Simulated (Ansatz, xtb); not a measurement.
## Ranking isomers of C3H11BFN

4 gas-phase structures of C3H11BFN, from a drawn sample of its isomers (lower ones may exist). Each was relaxed with GFN2-xTB; where two conformers were screened, the lower at r2SCAN-D4/def2-SVP is listed:

A. `CCC[B@H-]([NH3+])F`, a singlet
B. `CC(C)[NH2+][BH2-]F`, a singlet
C. `C[N+](C)(C)[BH2-]F`, a singlet
D. `CCC[NH2+][BH2-]F`, a singlet

**Question.** Estimate their order in r2SCAN-D4/def2-SVP energy at these geometries, lowest first.

**Answer.** Calculated order at r2SCAN-D4/def2-SVP: A (0.000), B (0.393), D (0.493), C (0.842) eV.

Energies above the lowest of each column, in eV; the last columns are at PBE-D3(BJ)/def2-SVP geometries (a dash: not run or not comparable):

```csv
structure,GFN2-xTB,HF/STO-3G,r2SCAN-D4/def2-SVP,PBE-D3(BJ)/def2-SVP,CCSD(T)/def2-SVP + ΔMP2/def2-TZVPP
A,0.558,0.000,0.000,0.000,0.000
B,0.051,0.130,0.393,0.350,0.372
D,0.168,0.168,0.493,0.453,0.460
C,0.000,0.447,0.842,0.850,–
```

CCSD(T)/def2-SVP + ΔMP2/def2-TZVPP puts A lowest of those it was run on; GFN2-xTB picks C. Flexible structures stand in one conformer each, not always the lowest. Frequencies (GFN2-xTB) were run for A, B, D alone. ΔMP2 is the change of the MP2 energy from the smaller to the larger basis.

Over these structures GFN2-xTB departs from r2SCAN-D4/def2-SVP by 0.398 eV on average once a common shift is removed. A GFN2-xTB relaxation took about 0.075 s and the r2SCAN-D4/def2-SVP energy about 1.9 s on a shared host (Ansatz 0.2.0, xtb 6.7.1).
